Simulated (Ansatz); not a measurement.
Reaction (hydrogenolysis of a C–Si bond): `Cl[SiH](Cl)C[CH2][GeH3]` + H₂ → `C[CH2][GeH3]` + dichlorosilane

Calculated with Ansatz (gas phase, PBE0-D4/def2-TZVP geometries, no zero-point term in ΔE). CCSD(T)/CBS is the MP2 limit (def2-TZVPP, def2-QZVPP) plus CCSD(T) − MP2 in def2-TZVPP, frozen cores. This one scheme is used for every species. Functionals use def2-TZVPP. B3LYP here is the variant with VWN-RPA as its local correlation; programs differ in this. For Ge outer-core shells are correlated without core-valence functions, which leaves a few kJ/mol of doubt a bond. Scalar relativity is left out up to krypton. Each species was taken in one conformer, which may not be the lowest.

```
       level  ΔE (kJ/mol)
       B3LYP        -36.2
MP2/def2-SVP        -16.5
```

(1) What does CCSD(T)/CBS give? (An estimate is asked.)

Largest T1 diagnostic among the species: 0.010.

Answers

(1) Computed: -12.9 kJ/mol. The listed levels differ from it by -23.3, -3.6 kJ/mol.

From r2SCAN to r2SCAN0 (25 % exact exchange), in def2-TZVPP and without D4, ΔE moves by −3.4 kJ/mol. Leaving LDA and LC-ωPBE aside and taking each functional with its dispersion term where it has one, the values, not all of them listed here, spread over 21.9 kJ/mol, from B2PLYP to revPBE-D4. LDA lies +14.9 kJ/mol from PBE without D4.
